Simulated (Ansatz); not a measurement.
`CB(O)S`. Total charge 0; spin multiplicity 1.

Z-matrix (Å, degrees):
```
C
B 1 1.565
H 1 1.094 2 110.8
H 1 1.094 2 111.3 3 118.3
H 1 1.091 2 111.4 3 -120.6
O 2 1.359 1 119.2 3 118.3
S 2 1.829 1 122.6 3 -61.5
H 6 0.961 2 115.1 1 -179.7
H 7 1.341 2 96.8 1 -0.2
```

(1) List the harmonic frequencies (cm⁻¹, unscaled) at PBE0-D4/def2-TZVP in Ansatz. (Best estimate.)

(2) Is this a minimum?

(3) Give the ideal-gas thermochemistry at 298.15 K and 1 bar (rigid rotor, harmonic oscillator; point group Cs, symmetry number 1).

Results:

(1) Computed: 51, 272, 308, 351, 429, 595, 598, 792, 867, 887, 967, 1186, 1314, 1382, 1458, 1462, 2730, 3048, 3115, 3140, 3874.

(2) Yes, all 21 modes are real.

(3) Zero-point energy 172.4 kJ/mol; H(298) − E = 190.1 kJ/mol; entropy 317.3 J/(mol·K), of which translation 162.9, rotation 106.6, vibration 47.8; G(298) − E = 95.5 kJ/mol. Modes under 100 cm⁻¹ are hindered rotations or soft bends, so the harmonic entropy is rough.
